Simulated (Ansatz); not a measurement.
Abridged output of a molecular run in Ansatz:

```
Functional definition: HF
896 factors; integrals over basis functions are off by at most 1.2e-3 eV
mean field evaluation 1: about -11618.7567 eV, gradient 3.9e1 eV
mean field evaluation 2: about -11618.8712 eV, gradient 3.9e1 eV
mean field evaluation 4: about -11621.9333 eV, gradient 2.6e0 eV
mean field evaluation 8: about -11621.9759 eV, gradient 3.5e-1 eV
mean field -11621.97678260 eV, -427.0997691018 hartree, gradient 5.8e-6 eV, S^2 0.000000; 0 other end points of the search recorded, 0 dependent functions left out
7 core orbitals not correlated: weight in the atoms' cores, before any rotation towards them, 1.000 or more for the frozen orbitals, at most 0.000 for the correlated occupied ones
reference -11621.97678260 eV, -427.0997691018 hartree; 17, 17 occupied and 59, 59 virtual orbitals, 896 factors
second order -16.32630816 eV of doubles, -0.00000000 eV of singles
cycle   1  -16.51293187 eV  change   -1.9e-1 eV  update   1.2e-1
cycle   2  -17.02740658 eV  change   -5.1e-1 eV  update   4.0e-2
cycle   3  -17.18857000 eV  change   -1.6e-1 eV  update   2.4e-2
cycle   4  -17.18124675 eV  change    7.3e-3 eV  update   6.5e-3
cycle   5  -17.17695703 eV  change    4.3e-3 eV  update   3.1e-3
cycle   6  -17.17884236 eV  change   -1.9e-3 eV  update   1.0e-3
cycle   7  -17.17863397 eV  change    2.1e-4 eV  update   4.1e-4
cycle   8  -17.17844184 eV  change    1.9e-4 eV  update   1.7e-4
cycle   9  -17.17845791 eV  change   -1.6e-5 eV  update   9.5e-5
cycle  10  -17.17850009 eV  change   -4.2e-5 eV  update   3.7e-5
perturbative correction -0.44598331 eV, -0.0163895844 hartree
Total energy: -11639.60126600 eV, -427.7474569205 hartree
```

Its atoms:

Z-matrix (Å, degrees):
```
Sn
O 1 2.396
F 1 1.986 2 81.5
H 1 1.785 2 83.5 3 94.4
C 2 1.211 1 119.2 3 1.0
H 5 1.100 2 119.3 1 179.2
H 5 1.099 2 120.7 1 -1.0
```

Which basis set was used?
A. def2-SVPD
B. def2-SVP
C. def2-TZVPPD
D. cc-pV(T+d)Z

B. It gives 83 functions.

Write the keys of the input that set method, charge and spin (a neutral closed shell needs none for the last two).


```yaml
correlation: {method: ccsd_t}
```
